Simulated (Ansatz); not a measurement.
`[F][Ga]([O][SiH3])[O][SiH3]`, charge 0, multiplicity 1.

(1) Give a relaxed structure at PBE0-D4/def2-TZVP (the Gaussian-basis code of Ansatz). (An estimate is asked.)

Results:

(1) Computed: 
Cartesian coordinates in Å:
```
F -0.1212 -3.4726 -0.5921
Ga -0.0625 -1.7675 -0.3010
O -1.2255 -0.7537 -1.1351
Si -1.6716 0.8237 -1.1688
O 1.1565 -1.1674 0.8080
Si 1.7100 0.2754 1.3561
H -0.8579 1.5667 -2.1661
H -3.1057 0.8976 -1.5415
H -1.4775 1.4522 0.1678
H 3.1318 0.1132 1.7471
H 1.6073 1.3143 0.2935
H 0.9163 0.7181 2.5321
```
Point group C2.
This is one stationary point; other conformers may exist.
